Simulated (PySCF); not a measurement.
**SMILES C=CB([SiH3])S[SiH3], C2H9BSSi2**

Cartesian coordinates in Å; atom numbers follow the order of the lines, from 1:
```xyz
15

C    -2.5437   -1.7574   -0.0734
C    -2.0246   -0.5494   -0.3519
B    -0.5101   -0.1936   -0.2622
Si    0.0843    1.7023   -0.6677
S     0.6122   -1.5134    0.2511
Si    2.5930   -0.6497    0.2308
H    -3.6165   -1.9643   -0.1482
H    -1.9081   -2.5931    0.2420
H    -2.7241    0.2368   -0.6642
H     1.3683    1.7616   -1.4382
H    -0.9598    2.4368   -1.4507
H     0.3079    2.4542    0.6107
H     3.4576   -1.6478    0.9217
H     3.0756   -0.4450   -1.1644
H     2.6084    0.6441    0.9723
```

Computed, not measured: GIAO wB97X-D/pcSseg-1 magnetisability, rotational g tensor and spin-rotation constants, non-relativistic, gas phase (PySCF). Geometry: PBE0-D3(BJ)/def2-SVP.

**Question.** Give the nuclear spin-rotation constants along the inertial axes (H = +C I·J) beside the isotropic shieldings.

**Answer.** Rotational constants 2.1135, 1.3059, 0.8228 GHz. A star marks the isotopologue with that one atom substituted, in its own axes.
```csv
atom,isotope,Caa (kHz),Cbb (kHz),Ccc (kHz),mean (kHz),σ (ppm)
B3,11B,1.048,0.537,0.107,0.564,25.6
H7,1H,0.218,-0.131,-0.089,-0.001,25.0
H8,1H,-0.065,0.059,-0.089,-0.032,24.3
H9,1H,0.008,0.028,-0.093,-0.019,24.3
H10,1H,-0.026,-0.105,-0.042,-0.058,27.6
H11,1H,-0.070,-0.039,-0.069,-0.059,27.8
H12,1H,-0.179,-0.100,0.014,-0.088,27.6
H13,1H,-0.085,-0.009,-0.069,-0.054,26.6
H14,1H,-0.164,-0.093,0.016,-0.080,26.6
H15,1H,-0.169,-0.031,-0.022,-0.074,26.5
C1,13C*,1.062,0.506,0.106,0.558,36.6
C2,13C*,1.014,0.558,0.098,0.557,37.0
Si4,29Si*,-1.023,-0.648,-0.443,-0.705,453.0
S5,33S*,0.771,0.292,0.107,0.390,537.2
Si6,29Si*,-1.125,-0.767,-0.474,-0.789,403.1
```
For the geometry as given, no vibrational averaging.

**Question.** How do the rotational constants and the g tensor change when H7, H8, H9, H10, H11, H12, H13, H14, H15 are replaced by deuterium?

**Answer.** Constants 1.8251, 1.1247, 0.7194 GHz; g -0.0371, -0.0190, -0.0046, against -0.0430, -0.0220, -0.0053 before.
